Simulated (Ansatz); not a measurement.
Species: sum formula HBOBr (charge 0, doublet). It need not be the lowest isomer of its formula. 
Structure (B3LYP-D3(BJ)/def2-TZVP (Ansatz, a first-principles code) minimum search):
```
B
O 1 1.3250
H 2 0.9698 1 117.31
Br 1 1.9367 2 125.79 3 0.00
```
Charge 0, spin multiplicity 2.

Basis-set convergence of Hartree-Fock and CCSD correlation energies (hartree) with Ansatz. Correlated levels leave the core frozen unless marked. UHF or UKS for open shells. No spin-orbit coupling. Frozen are the shells of the preceding noble gas and the d and f shells that filled before the atom's block. Non-relativistic.

```
basis    functions        E(HF)  E(corr, CCSD)
-------  ---------  -----------  -------------
cc-pVDZ         60  -2672.55227       -0.38142
cc-pVTZ        117  -2672.66175       -0.49147
cc-pVQZ        208  -2672.67232       -0.52989
cc-pV5Z        341  -2672.67436       -0.54317
```

Extrapolating the two largest sets (X = 4 and 5) as X^-3: E(corr) = (125·(-0.54317) - 64·(-0.52989))/61 = -0.5571 Eh, an estimate of the basis-set limit. The largest set recovers 97.5 % of it, the smallest 68.5 %.
